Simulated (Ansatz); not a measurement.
Relaxation of CH₇BOSSi (12 atoms, charge 0, multiplicity 1), to a largest force component of 0.02 eV/Å in at most 50 steps.

Method: RKS r2SCAN/6-31G* (Ansatz).

```xyz
12
Properties=species:S:1:pos:R:3
C -1.512 -0.306 0.776
B -0.016 -0.029 1.021
Si 1.204 -0.036 -0.478
O 1.266 -1.555 -1.249
S 0.705 1.496 -1.879
H -2.109 -0.199 1.725
H -1.685 -1.257 0.306
H -1.908 0.541 0.075
H 0.388 0.181 2.160
H 0.835 1.076 -3.187
H 0.275 -1.621 -1.618
H 0.873 2.517 -0.872
```

Task: Where does it end, and by what steps?

Result: The forces met the threshold. The force dipped under the threshold on the way, but the program's further checks kept it going. After 27 steps the energy has fallen by 3.586 eV; H9 moved furthest, 1.97 Å.

| step | energy less start (eV) | largest force component (eV/Å) | accepted |
| --- | --- | --- | --- |
| 0 | 0.0000 | 4.044 | yes |
| 1 | -1.3042 | 2.107 | yes |
| 2 | -1.8746 | 1.433 | yes |
| 3 | -2.3855 | 1.982 | yes |
| 4 | -2.9036 | 1.677 | yes |
| 5 | -3.2313 | 0.595 | yes |
| 6 | -3.3109 | 0.404 | yes |
| 7 | -3.3503 | 0.507 | yes |
| 8 | -3.3806 | 0.906 | yes |
| 9 | -3.4186 | 0.712 | yes |
| 10 | -3.4557 | 0.314 | yes |
| 11 | -3.4828 | 0.378 | yes |
| 12 | -3.5053 | 0.624 | yes |
| 13 | -3.5332 | 0.352 | yes |
| 14 | -3.5598 | 0.285 | yes |
| 15 | -3.5708 | 0.154 | yes |
| 16 | -3.5762 | 0.188 | yes |
| 17 | -3.5792 | 0.167 | yes |
| 18 | -3.5817 | 0.126 | yes |
| 19 | -3.5774 | 0.234 | no |
| 20 | -3.5840 | 0.054 | yes |
| 21 | -3.5849 | 0.062 | yes |
| 22 | -3.5856 | 0.051 | yes |
| 23 | -3.5860 | 0.021 | yes |
| 24 | -3.5862 | 0.020 | yes |
| 25 | -3.5862 | 0.051 | no |
| 26 | -3.5864 | 0.015 | yes |
| 27 | -3.5865 | 0.016 | yes |

```xyz
12
Properties=species:S:1:pos:R:3
C -1.500 -0.613 1.151
B -0.415 0.276 0.435
Si 1.130 -0.467 -0.589
O 0.671 -1.604 -1.760
S 1.090 1.517 -2.016
H -1.347 -0.614 2.242
H -1.565 -1.657 0.819
H -2.488 -0.145 1.008
H -0.334 1.428 0.813
H 2.374 1.849 -2.301
H -0.277 -1.630 -1.955
H 0.978 2.468 -1.067
```

The run took 2.3 min on 2 threads of Arm Neoverse V1, on a shared host, peak memory 0.22 GiB.
